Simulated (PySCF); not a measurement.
GaGeH5. Atoms are numbered in the order given.

```xyz
7

Ga    -1.2143    -0.1125    -0.2701
Ge     1.1427     0.1030     0.2532
H      1.9869    -1.0891    -0.2211
H      1.7221     1.3686    -0.4019
H      1.3561     0.2494     1.7692
H     -2.2210     0.9832     0.2259
H     -1.7661    -1.3214    -1.1015
```
Charge 0, spin multiplicity 1.

The structure is a stationary point at ωB97X-D3(BJ)/def2-TZVP.

All values below come from IEF-PCM-ωB97X/def2-SVP in PySCF 2.14.0.

The values are the electrostatic part of the solvation free energy, E(continuum) − E(gas) at the gas-phase geometry, in a cavity of scaled van der Waals radii (PySCF's table); cavitation and dispersion terms are not included. A continuum can't describe solvent molecules that bind to the metal. In vacuum the orbital gap is 9.60 eV. The dipole moment in vacuum is 0.31 D.

Computed values in water (ε = 78.36), methanol (ε = 32.61), benzene (ε = 2.27):
| solvent | ε | ΔG(elec) (kcal/mol) | dipole (D) | gap (eV) |
|---|---|---|---|---|
| water | 78.36 | -2.6 | 0.43 | 9.91 |
| methanol | 32.61 | -2.6 | 0.43 | 9.90 |
| benzene | 2.27 | -1.1 | 0.36 | 9.73 |
